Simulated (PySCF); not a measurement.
# What a mistake does to a calculation on BCFH2

Calculated results; nothing here was measured. The program is PySCF 2.14.0, an open-source quantum chemistry code, run on an isolated molecule that a program drew, which may never have been made. The molecule is BCFH2 (charge 0, singlet), drawn as the SMILES string `C=BF`.

Each row is a Hartree-Fock (HF) and frozen-core CCSD(T) single point in the cc-pVDZ basis, meant for a local HF minimum. Run 1 is clean. Each other run has one planted mistake out of seven kinds, and not every kind appears here: one electron removed, one electron added, multiplicity raised by two, geometry at a saddle point, minimal basis STO-3G, one bond length entered in bohr, all coordinates scaled. The reference is restricted for singlets and unrestricted otherwise, and also for a bond in bohr. Adding or removing an electron swaps singlet and doublet. Electrons count all cores. HOMO and LUMO are orbital energies over both spins, the gradient is its largest component, and the lowest frequency (negative if imaginary) is given only where the gradient is small. Bond lengths are over the 4 bonds as drawn. T1 is the CCSD diagnostic: over 0.02 (restricted) or 0.045 (unrestricted) a single reference is doubtful.

Geometry of the clean run:
```xyz
5
BCFH2, angstrom
C    -0.2585   -1.0104   -1.1686
B    -0.6693   -0.0546   -2.0755
F    -1.0518    0.8355   -2.9198
H     0.7922   -1.2121   -1.0028
H    -0.9752   -1.5865   -0.5972
```

| run | electrons | basis functions | <S^2> | HOMO (eV) | LUMO (eV) | gradient (hartree/bohr) | lowest frequency (cm^-1) | mean bond (Å) | longest bond (Å) | T1 | HF (hartree) | CCSD(T) (hartree) | mistake |
|---|---|---|---|---|---|---|---|---|---|---|---|---|---|
| 1 | 22 | 52 | 0.000 | -8.99 | 3.47 | 2.8e-05 | 335 | 1.2076 | 1.380 | 0.0144 | -163.14732 | -163.57540 | no fault |
| 2 | 22 | 52 | 2.011 | -5.73 | 1.06 | 6.0e-02 | - | 1.2076 | 1.380 | 0.0150 | -163.04261 | -163.44004 | multiplicity raised by two |
| 3 | 23 | 52 | 0.781 | 1.83 | 10.58 | 6.3e-02 | - | 1.2076 | 1.380 | 0.0160 | -163.04869 | -163.48615 | one electron added |
| 4 | 22 | 52 | 1.034 | -9.39 | 1.70 | 1.9e-02 | - | 1.4935 | 2.428 | 0.0650 | -162.96653 | -163.36239 | one bond length entered in bohr |
| 5 | 21 | 52 | 0.756 | -19.63 | -6.78 | 9.8e-02 | - | 1.2076 | 1.380 | 0.0172 | -162.86231 | -163.25074 | ? |

**Which mistake was planted in run 5, and what did it cost?**

It counts 21 electrons, one fewer than the clean run, at the same geometry and basis. So the mistake is: one electron removed. Subtracting run 1 and multiplying by 627.51 kcal/mol a hartree, the energy moved by 178.8 kcal/mol in HF and 203.7 kcal/mol in CCSD(T).

Cautions from the logs. Run 3: the HOMO is above zero, so the electron isn't bound and the energy depends on the basis; run 4: T1 is over the limit, so its CCSD(T) energy is less reliable.
